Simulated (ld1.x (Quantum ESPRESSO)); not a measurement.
## W, RRKJ: configuration errors across variants

```
Element                 : tungsten (W)
Generator               : ld1.x (Quantum ESPRESSO) 7.5
Type                    : norm-conserving RRKJ (Kleinman–Bylander form)
Functional              : PBE
Relativity              : scalar-relativistic
Frozen core             : [Kr] 4d10 4f14 5s2
Valence charge          : 12
Reference configuration : 5p6 5d4 6s2 6p0
Partial waves           : 5p (bound): rc 2.10 bohr; 5d (bound): rc 2.70 bohr; 6s (bound): rc 2.75 bohr
Local potential         : the s channel
Core correction         : Bessel-smoothed model core, default radius (core density twice the valence density)
```

All-electron excitation energies from the reference (eV): (1) 5p6 5d4 6s1 6p0 8.883; (2) 5p6 5d4 6s0 6p0 24.563; (3) 5p6 5d3 6s0 6p0 49.945; (4) 5p6 5d4.5 6s1.5 6p0 0.695; (5) 5p6 5d4 6s0 6p1 14.336; (6) 5p6 5d5 6s1 6p0 1.539; (7) 5p6 5d5 6s0 6p0 9.692.

Errors AE − PS in meV (a dash: test not solved or not reliable):

| change | (1) | (2) | (3) | (4) | (5) | (6) | (7) | bound ghosts |
| --- | --- | --- | --- | --- | --- | --- | --- | --- |
| base | -8.3 | -46 | -90 | -5.7 | -851 | -19 | -39 | none |
| wave 5d (bound): rc 2.70 bohr becomes 5d (bound): rc 2.14 bohr | -9.8 | -46 | -81 | -11 | -852 | -37 | -81 | none |
| wave 5d (bound): rc 2.70 bohr becomes 5d (bound): rc 2.36 bohr | -9.3 | -45 | -83 | -9.6 | -851 | -33 | -71 | none |
| wave 5d (bound): rc 2.70 bohr becomes 5d (bound): rc 2.80 bohr | -8.2 | -47 | -92 | -4.5 | -852 | -15 | -30 | none |
| wave 5d (bound): rc 2.70 bohr becomes 5d (bound): rc 3.06 bohr | -8.8 | -62 | -98 | +2.2 | -859 | +9.6 | +14 | none |
| wave 5d (bound): rc 2.70 bohr becomes 5d (bound): rc 3.34 bohr | -12 | -89 | -95 | +9.1 | -873 | +35 | +52 | none |
| wave 5d (bound): rc 2.70 bohr becomes 5d (bound): rc 3.78 bohr | -26 | -185 | -56 | +24 | -918 | +91 | +97 | none |
| wave 5d (bound): rc 2.70 bohr becomes 5d (bound): rc 4.08 bohr | -44 | -275 | +8.1 | +34 | -960 | +129 | +96 | none |

Q: Give the same row for: wave 5d (bound): rc 2.70 bohr becomes 5d (bound): rc 1.84 bohr.

A: -10, -47, -80, -11, -852, -39, -86; bound ghosts: none.
